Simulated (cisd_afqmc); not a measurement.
Input (AFQMC/CISD/def2-SVP; cisd_afqmc is a phaseless AFQMC code with CISD trial states that reads the integrals written by Ansatz):

Ansatz 0.2 input:
```python
import cisd_afqmc

open("ham.yaml", "w").write("""\
crystal:
  periodic: [false, false, false]
  atoms:
    - {symbol: In, position_ang: [-0.00000000, -0.00000000, -0.62676463]}
    - {symbol: P, position_ang: [0.00000000, 0.00000000, 2.04743112]}
basis:
  gaussian:
    orbitals: def2-SVP
magnetization: {spin_polarized: true, initial_magnetization: 2}
correlation: {method: ccsd, electrons: outside_noble_gas, hamiltonian_folder: ham}
""")
rep = cisd_afqmc.ansatz("ham.yaml")
e_ccsd = rep["correlation"]["coupled_cluster"]["energy"]["hartree"]
out = cisd_afqmc.run("ham", e_ccsd, trial="CISD", walkers=200, populations=8, threads=8, dt=0.005, steps=40, early=36, settle=10, least=32,
    cut=5e-5, rank_cut=2e-4, target=0.0004, seconds=1500, seed=1, memory=17280, gpu=False)
```

Output:

```
orbitals 30, occupied [5, 3], factors 163 of 497, rank of the doubles 96 of 206
E(HF) = -529.830168
E(CCSD) on the cut factors = -529.965921, shift to the whole factors -0.000003
Energy of the trial state on the determinant = -529.965839
  tau behind 10.8 of longer steps, mean of the populations' last blocks
   2.0  -529.97097
   4.0  -529.97104
   6.0  -529.97058
   8.0  -529.97057
blocks 442 (5 outliers left out), error by blocks joined: 1: 0.00006, 2: 0.00008, 4: 0.00009, 8: 0.00011, 16: 0.00013
E(AFQMC/CISD) = -529.97055 +/- 0.00013
```
